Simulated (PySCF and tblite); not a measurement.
2 diastereomers of C₅H₇FO₃, numbered alike:

```csv
isomer,SMILES,descriptors (one enantiomer)
A,[CH3:1][C@@H:2]1[O:3][C:4](=[O:5])[O:6][C@:7]1([CH3:8])[F:9],"2S, 7R"
B,[CH3:1][C@H:2]1[O:3][C:4](=[O:5])[O:6][C@:7]1([CH3:8])[F:9],"2R, 7R"
```

Computed spectrum of one of them (conformer average at 298.15 K; PBE0-D3(BJ)/def2-SVP geometries, energies B3LYP/pcSseg-1 (D3(BJ) added where defined), GIAO shieldings B3LYP/pcSseg-1; references on GFN2-xTB geometries), in ppm: ¹H (against TMS): 3.92 (1H), 1.55 (3H), 1.43 (3H). ¹³C (against TMS): 155.0 (1C), 116.2 (1C), 81.9 (1C), 22.4 (1C), 14.6 (1C). ¹⁹F (against CFCl3): -136.8 (1F). Of the H, only those on carbon are given.

Problem. Which isomer is it?

Solution. A. After a straight-line scaling (slope 0.85 to 1.15) of computed carbon shifts, the largest errors are A 1.0 ppm (at 155.0), B 3.2 ppm (at 14.6). Assigned: ¹H (against TMS): 3.92 (H2, 1H), 1.55 (H8, 3H), 1.43 (H1, 3H). ¹³C (against TMS): 155.0 (C4), 116.2 (C7), 81.9 (C2), 22.4 (C8), 14.6 (C1). ¹⁹F (against CFCl3): -136.8 (F9). For comparison, at another level (PBE0-D3(BJ)/def2-SVP geometries, energies PBE0/def2-SVPD (IEF-PCM, chloroform) (D3(BJ) added where defined), GIAO shieldings PBE0/pcSseg-1 (IEF-PCM, chloroform)) the isomers give: A: ¹H (against TMS): 4.27 (H2, 1H), 1.70 (H8, 3H), 1.51 (H1, 3H). ¹³C (against TMS): 157.6 (C4), 116.1 (C7), 81.6 (C2), 22.0 (C8), 14.2 (C1). ¹⁹F (against CFCl3): -133.2 (F9). B: ¹H (against TMS): 4.49 (H2, 1H), 1.65 (H8, 3H), 1.30 (H1, 3H). ¹³C (against TMS): 158.0 (C4), 117.8 (C7), 82.6 (C2), 19.4 (C8), 17.8 (C1). ¹⁹F (against CFCl3): -107.8 (F9).

Unscaled ¹⁹F shifts at such levels can be off by tens of ppm; differences between conformers or isomers are more reliable. Shifts are unscaled: against experiment ¹³C can be off by 15 ppm or more and ¹H by 0.8 ppm.
